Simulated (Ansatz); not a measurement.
Cost and result up the ladder for BCl2(SMe) (CH3BCl2S) (8 atoms). Total charge 0; singlet. Geometry: PBE0-D4/def2-SVP.

```xyz
8

B    -0.3255   -1.0305    1.0783
Cl    1.0229   -1.8730    0.3336
Cl   -1.1538   -1.7560    2.4423
S    -0.9091    0.5549    0.5115
C     0.1840    0.9530   -0.8804
H     1.2306    1.0021   -0.5534
H    -0.1318    1.9377   -1.2481
H     0.0827    0.2118   -1.6837
```

Ansatz on 4 threads of Arm Neoverse V2 on a shared host. Times are rough, and most runs start from the orbitals of an earlier one. ωB97M-V/def2-TZVP serves as the yardstick here, not as an exact answer. Differences are given only for rows in sets of like size (and for xTB, whose basis is part of the method), since another set adds its own error. Binding counts from free atoms at the same level (B doublet, Cl doublet, S triplet, C triplet, H doublet; other spins of the atoms weren't run), without zero-point energy or a counterpoise term.

B3LYP takes the VWN-RPA correlation. HSE06 is defined as in plane-wave codes, on full-range PBE exchange. Correlated methods freeze 17 core orbitals.

Correlated methods converge slowly with the basis.

```tsv
level	functions	wall time	binding energy per atom (eV)	difference from ωB97M-V/def2-TZVP (eV)
HF/6-31G	63	0.25 s	2.46	–
B3LYP-D4/6-31G	63	0.65 s	3.49	–
PBE-D4/def2-SVP	97	0.75 s	3.91	–
PBE0-D4/def2-SVP	97	1 s	3.84	–
PBE-D4/def2-TZVP	191	1.5 s	3.87	0.09
MP2/def2-TZVP	191	1.6 s	3.73	-0.06
HSE06-D4/def2-TZVP	191	2.2 s	3.81	0.03
PBE0-D4/def2-TZVP	191	2.3 s	3.81	0.02
CAM-B3LYP-D4/def2-TZVP	191	2.4 s	3.74	-0.05
r2SCAN-D4/def2-TZVP	191	3.3 s	3.81	0.02
B97M-V/def2-TZVP	191	6.5 s	3.82	0.03
ωB97M-V/def2-TZVP	191	6.5 s	3.79	0.00
ωB97X-V/def2-TZVP (with forces)	191	7 s	3.77	-0.02
CCSD(T)/def2-TZVPP	230	3.7 min	3.65	-0.14
```
